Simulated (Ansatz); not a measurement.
```yaml
crystal:
  periodic: [false, false, false]
  atoms:
    - {symbol: C, position_ang: [-1.367395, -0.041202, 1.164145]}
    - {symbol: Zr, position_ang: [0.234032, -0.212457, -0.392444]}
    - {symbol: N, position_ang: [1.473128, 1.372819, -0.077669]}
    - {symbol: O, position_ang: [1.156034, -1.855176, 0.011314]}
    - {symbol: O, position_ang: [-0.679105, -0.006925, -2.076201]}
    - {symbol: H, position_ang: [-1.921555, 0.898997, 1.067978]}
    - {symbol: H, position_ang: [-2.090106, -0.861796, 1.077359]}
    - {symbol: H, position_ang: [-0.947897, -0.075130, 2.175621]}
    - {symbol: H, position_ang: [1.395715, 2.278356, -0.520176]}
    - {symbol: H, position_ang: [2.300346, 1.368560, 0.503285]}
    - {symbol: H, position_ang: [1.516446, -2.736312, 0.002400]}
    - {symbol: H, position_ang: [-1.069632, -0.129734, -2.935613]}
basis:
  gaussian: {orbitals: def2-SVPD}
hamiltonian: {xc: {name: wB97M-V}, dispersion: d4}
```

```sh
$ ansatz run in.yaml --threads 2 --pin off --events-out ev --progress --plain --max-ram 22528MiB --backend cpu
```

(1) How does Ansatz answer? (Estimate.)

Results:

(1) Computed: The input was rejected before any iteration.
```
Error: invalid value for `hamiltonian.dispersion`: no damping is tabulated for this functional; type it, or the functional that lends it
```
